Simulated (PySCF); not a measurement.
# Argon: a sound run and one with changed settings

Sound run: Ar²⁺ [Ne] 3s2 3p4, Ar³⁺ [Ne] 3s2 3p3. Computed with PySCF 2.14 in def2-TZVP (5s5p2d1f, 37 functions), with no relativity, point nucleus. In the sound run the correlated levels freeze [Ne]. The sound run starts from symmetry-adapted Hartree-Fock orbitals and uses a fine grid where one is needed.

Changed run: a valence shell is frozen. This setting is unsound on purpose.

```json
{"species": "Ar²⁺", "method": "MP2", "sound run (hartree)": "-525.42519", "changed run (hartree)": "-525.35869", "converged": "yes"}
{"species": "Ar²⁺", "method": "CCSD(T)", "sound run (hartree)": "-525.45634", "changed run (hartree)": "-525.37182", "converged": "yes"}
{"species": "Ar³⁺", "method": "MP2", "sound run (hartree)": "-523.94964", "changed run (hartree)": "-523.87435", "converged": "yes"}
{"species": "Ar³⁺", "method": "CCSD(T)", "sound run (hartree)": "-523.97575", "changed run (hartree)": "-523.88210", "converged": "yes"}
```

Ionisation energy of Ar²⁺:

```json
{"method": "UHF", "sound run (eV)": "39.373", "changed run (eV)": "39.373"}
{"method": "MP2", "sound run (eV)": "40.152", "changed run (eV)": "40.391"}
{"method": "SCS-MP2", "sound run (eV)": "40.233", "changed run (eV)": "40.606"}
{"method": "CCSD", "sound run (eV)": "40.262", "changed run (eV)": "40.509"}
{"method": "CCSD(T)", "sound run (eV)": "40.289", "changed run (eV)": "40.537"}
```

Freezing a valence shell removes pair correlation that changes on ionisation.

For comparison, NIST gives 40.735 ± 0.012 eV between the lowest levels.
